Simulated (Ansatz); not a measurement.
Geometry optimisation, RKS PBE0-D4/cc-pVDZ (Ansatz).

Input file:

```yaml
crystal:
  periodic: [false, false, false]
  atoms:
    - { symbol: B, position_ang: [0.100377, 0.408745, -0.215812] }
    - { symbol: O, position_ang: [-0.554054, -0.068616, 2.275423] }
    - { symbol: H, position_ang: [-1.227988, -0.266577, 1.610298] }
    - { symbol: F, position_ang: [1.114161, -0.47718, -0.176676] }
    - { symbol: "N", position_ang: [-1.180089, -0.012036, -0.648745] }
    - { symbol: H, position_ang: [-1.309566, -0.929094, -1.051834] }
    - { symbol: H, position_ang: [-1.93591, 0.630491, -0.832807] }
    - { symbol: "N", position_ang: [0.388941, 1.824398, 0.127091] }
    - { symbol: H, position_ang: [1.341806, 2.043745, 0.386645] }
    - { symbol: C, position_ang: [-0.443254, 2.947333, -0.23328] }
    - { symbol: H, position_ang: [-1.111379, 2.678581, -1.070347] }
    - { symbol: H, position_ang: [-1.079858, 3.310403, 0.59776] }
    - { symbol: H, position_ang: [0.162455, 3.800785, -0.578835] }
    - { symbol: H, position_ang: [-0.315443, 0.856524, 2.04222] }
basis:
  gaussian: { orbitals: cc-pVDZ }
hamiltonian:
  xc: pbe0
  dispersion: d4
relax:
  f_tol: 0.03
  max_steps: 50
```

Command:

```bash
$ ansatz run input.yaml --threads 4 --pin off --max-ram 5120MiB --backend cpu --events-out ev --progress --plain --runs-dir out
```

Question: Where does it end, and by what steps?

Answer: The forces met the threshold. After 24 steps the energy has fallen by 0.264 eV; O2 moved furthest, 1.20 Å.

```json
{"step": "0", "energy less start (eV)": "0.0000", "largest force component (eV/Å)": "1.984", "accepted": "yes"}
{"step": "1", "energy less start (eV)": "-0.0754", "largest force component (eV/Å)": "1.278", "accepted": "yes"}
{"step": "2", "energy less start (eV)": "-0.1204", "largest force component (eV/Å)": "1.093", "accepted": "yes"}
{"step": "3", "energy less start (eV)": "-0.1321", "largest force component (eV/Å)": "0.203", "accepted": "yes"}
{"step": "4", "energy less start (eV)": "-0.1524", "largest force component (eV/Å)": "0.136", "accepted": "yes"}
{"step": "5", "energy less start (eV)": "-0.1459", "largest force component (eV/Å)": "1.439", "accepted": "no"}
{"step": "6", "energy less start (eV)": "-0.1672", "largest force component (eV/Å)": "0.107", "accepted": "yes"}
{"step": "7", "energy less start (eV)": "-0.1760", "largest force component (eV/Å)": "0.480", "accepted": "yes"}
{"step": "8", "energy less start (eV)": "-0.1919", "largest force component (eV/Å)": "0.277", "accepted": "yes"}
{"step": "9", "energy less start (eV)": "-0.1984", "largest force component (eV/Å)": "0.239", "accepted": "yes"}
{"step": "10", "energy less start (eV)": "-0.2184", "largest force component (eV/Å)": "0.474", "accepted": "yes"}
{"step": "11", "energy less start (eV)": "-0.1077", "largest force component (eV/Å)": "1.791", "accepted": "no"}
{"step": "12", "energy less start (eV)": "-0.2352", "largest force component (eV/Å)": "0.172", "accepted": "yes"}
{"step": "13", "energy less start (eV)": "-0.2419", "largest force component (eV/Å)": "0.165", "accepted": "yes"}
{"step": "14", "energy less start (eV)": "-0.2358", "largest force component (eV/Å)": "0.960", "accepted": "no"}
{"step": "15", "energy less start (eV)": "-0.2478", "largest force component (eV/Å)": "0.080", "accepted": "yes"}
{"step": "16", "energy less start (eV)": "-0.2512", "largest force component (eV/Å)": "0.210", "accepted": "yes"}
{"step": "17", "energy less start (eV)": "-0.2531", "largest force component (eV/Å)": "0.344", "accepted": "yes"}
{"step": "18", "energy less start (eV)": "-0.2553", "largest force component (eV/Å)": "0.298", "accepted": "yes"}
{"step": "19", "energy less start (eV)": "-0.2556", "largest force component (eV/Å)": "0.177", "accepted": "yes"}
{"step": "20", "energy less start (eV)": "-0.2599", "largest force component (eV/Å)": "0.092", "accepted": "yes"}
{"step": "21", "energy less start (eV)": "-0.2616", "largest force component (eV/Å)": "0.080", "accepted": "yes"}
{"step": "22", "energy less start (eV)": "-0.2623", "largest force component (eV/Å)": "0.059", "accepted": "yes"}
{"step": "23", "energy less start (eV)": "-0.2632", "largest force component (eV/Å)": "0.079", "accepted": "yes"}
{"step": "24", "energy less start (eV)": "-0.2635", "largest force component (eV/Å)": "0.020", "accepted": "yes"}
```

```xyz
14
Properties=species:S:1:pos:R:3
B 0.292 0.405 -0.560
O -1.454 0.723 2.310
H -1.315 0.200 1.499
F 1.334 -0.436 -0.793
N -1.010 -0.174 -0.446
H -1.125 -1.130 -0.759
H -1.826 0.392 -0.647
N 0.560 1.770 -0.380
H 1.505 2.088 -0.549
C -0.420 2.791 -0.084
H -0.982 3.127 -0.976
H -1.130 2.421 0.672
H 0.071 3.678 0.343
H -0.550 0.891 2.603
```

Whether the end is a true minimum wasn't checked by a vibrational analysis.

Run time: 66 s on 4 threads of Arm Neoverse V1 (shared host), peak memory 0.31 GiB.
